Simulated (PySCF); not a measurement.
# Mayer bond orders and bond lengths

Species: C3H8Si.
Atom-mapped SMILES: `[SiH3:1][CH:2]1[CH2:3][CH2:4]1` (hydrogens: H5, H6, H7 on Si1; H8 on C2; H9, H10 on C3; H11, H12 on C4)

Structure used (PBE0-D3(BJ)/def2-SVP), in Å, numbered top down from 1:
```
atom  x, y, z in Å
Si1    1.6904   -0.1049   -0.2765
C2     0.0333   -0.1060    0.5812
C3    -1.2091   -0.5479   -0.1545
C4    -1.0296    0.8930    0.1914
H5     2.6239    0.8914    0.3359
H6     2.3405   -1.4512   -0.2124
H7     1.4802    0.2575   -1.7141
H8     0.0613   -0.3653    1.6459
H9    -1.9494   -1.1282    0.4028
H10   -1.1166   -0.8424   -1.2047
H11   -1.6450    1.3167    0.9898
H12   -0.8129    1.5961   -0.6191
```

Bond orders from the PBE0/pcSseg-1 density (PySCF). Geometry: PBE0-D3(BJ)/def2-SVP; no solvent, vibrations or thermal averaging.

Question: How far do the computed orders between heavy atoms stray from the drawn ones?

Answer: The largest departure is 0.111, at Si1–C2 (drawn single, 0.889).

Question: Give the Mayer order of every bond between heavy atoms, beside its length.

Answer: 
```
  bond  drawn as  length (Å)  Mayer order
Si1–C2    single       1.866        0.889
 C2–C3    single       1.510        0.951
 C3–C4    single       1.493        0.966
 C4–C2    single       1.510        0.951
```

Question: And the bonds to hydrogen?

Answer: H–Si: 0.94 (3 bonds); C–H: 0.94 to 0.96 (5 bonds).

Question: Sum the orders of all bonds at each heavy atom with more than one neighbour and set the sums beside the valence in the SMILES.

Answer: Si1 3.711 (drawn 4), C2 3.733 (drawn 4), C3 3.830 (drawn 4), C4 3.830 (drawn 4). Orders between atoms that aren't bonded are not in these sums.

For a closed shell the Mayer order of atoms A and B is Σ (PS)μν (PS)νμ over the basis functions μ on A and ν on B, with P the density and S the overlap matrix.
